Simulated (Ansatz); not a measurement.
Reaction (cleavage of the Si–Si bond): `C=C[SiH2][SiH2]O` + `N[Si](O)(F)F` → `O[SiH2]N[Si](O)(F)F` + `C=C[SiH3]`

Gas-phase electronic energies from Ansatz, PBE0-D4/def2-TZVP geometries. CCSD(T)/CBS adds triple-zeta CCSD(T) − MP2 to the extrapolated MP2 energy (def2 sets, frozen cores). Each species was taken in one conformer, which may not be the lowest.

```csv
level,ΔE (kJ/mol)
SCS-MP2/def2-TZVPP,-91.7
HF/def2-QZVPP,-95.6
```

Question: What does CCSD(T)/CBS give? (Best estimate.)

Answer: Computed: -83.6 kJ/mol. The listed levels differ from it by -8.1, -12.0 kJ/mol.

Largest T1 diagnostic among the species: 0.012.

In def2-TZVPP, CCSD(T) changes the Hartree–Fock value by +9.4 kJ/mol (the triples alone add +0.9 kJ/mol) and MP2 by +3.8 kJ/mol. The D4 term adds −4.8 kJ/mol with B3LYP and −2.4 kJ/mol with PBE0; it sums over pairs of atoms, weighted by their polarisabilities, and B3LYP, whose exchange is more repulsive, gets the larger term.

B3LYP here is the variant with VWN-RPA as its local correlation; programs differ in this.
